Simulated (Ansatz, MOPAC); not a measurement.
Species: C₂HO (charge -1, singlet). SMILES: [C-]#CO

Atoms: C1, C2, O3, H4. Bonds: C1-C2, C2-O3, O3-H4.

Bond lengths (Å) and angles (degrees) optimised at PM3 with MOPAC; HF/STO-3G with Ansatz (an electronic-structure program); HF/3-21G with Ansatz, each started from the B3LYP-D3(BJ)/def2-TZVP structure (Ansatz) of the last column. A row stands for all coordinates that are equal there. No wavenumbers were computed at HF/STO-3G, so these may be saddle points.

```
coordinate    PM3  HF/STO-3G  HF/3-21G  B3LYP-D3(BJ)/def2-TZVP
----------  -----  ---------  --------  ----------------------
C1-C2       1.218      1.196     1.231                   1.239
C2-O3       1.343      1.405     1.381                   1.370
O3-H4       0.953      0.996     0.968                   0.964
C1-C2-O3    176.9      178.0     178.1                   178.1
C2-O3-H4    103.2      104.5     108.7                   107.0
```

Mean signed difference of all 3 bond lengths from B3LYP-D3(BJ)/def2-TZVP: PM3 -0.019 Å, HF/STO-3G 0.008 Å, HF/3-21G 0.003 Å.
